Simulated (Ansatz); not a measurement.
`O=C=[N][InH][Cl]` + HI → `[Cl][InH][I]` + `N=C=O` at 298.15 K and 1 bar (ligand exchange at the In–N bond).

Program: Ansatz. Geometries: PBE0-D4/def2-TZVP. ΔE: electronic, gas phase. CBS: MP2 limit from def2 TZ/QZ plus the TZ coupled-cluster correction, frozen cores. This one scheme is used for every species. def2 core potentials past Kr. For I, In outer-core shells are correlated without core-valence functions, which leaves a few kJ/mol of doubt a bond. One conformer a species, not always the lowest.

```tsv
species	CCSD(T)/CBS energy (Eh)	H − E (kJ/mol)	S (J/(mol·K))
`O=C=[N][InH][Cl]`	-818.18295	73.2	363.6
HI	-298.03592	22.7	206.5
`[Cl][InH][I]`	-947.72945	36.0	338.3
`N=C=O`	-168.51995	67.5	238.3
```

H − E and S are ideal-gas, rigid-rotor, harmonic terms from PBE0-D4/def2-TZVP, for one conformer and one mirror image of each species. 1 Eh = 2625.50 kJ/mol, R = 8.31446 J/(mol·K).

Question: By hand: ΔE, ΔH, ΔS and ΔG.

Answer: ΔE = (-947.72945) + (-168.51995) − (-818.18295) − (-298.03592) = -0.03053 Eh = -80.2 kJ/mol. Δ(H − E) = 36.0 + 67.5 − 73.2 − 22.7 = 7.6, so ΔH = -72.6 kJ/mol. ΔS = 338.3 + 238.3 − 363.6 − 206.5 = 6.5 J/(mol·K). ΔG = -72.6 − 298.15 × (6.5)/1000 = -74.5 kJ/mol.

Question: By hand: the equilibrium constant, and the temperature at which ΔG would vanish if ΔH and ΔS stayed fixed.

Answer: log₁₀ K = −ΔG/(RT ln 10) = 13.1. ΔH and −TΔS have one sign here, so there is no such temperature.

The number of gas molecules stays the same, so ΔS is small and ΔH decides. A doubt of 5 kJ/mol in ΔE shifts log₁₀ K by 0.9 here. Other conformers and mirror images would add mixing entropy, several J/(mol·K) or more a flexible species. Modes under 60 cm⁻¹, often nearly free rotors, make the harmonic entropy too high. These are equilibria of isolated gas molecules and say nothing of rates. Largest T1 diagnostic: 0.018 (customary marks: 0.02 for closed shells, 0.045 for open ones).

ΔS is within the doubt of such terms, so its sign, and with it that verdict, could turn.
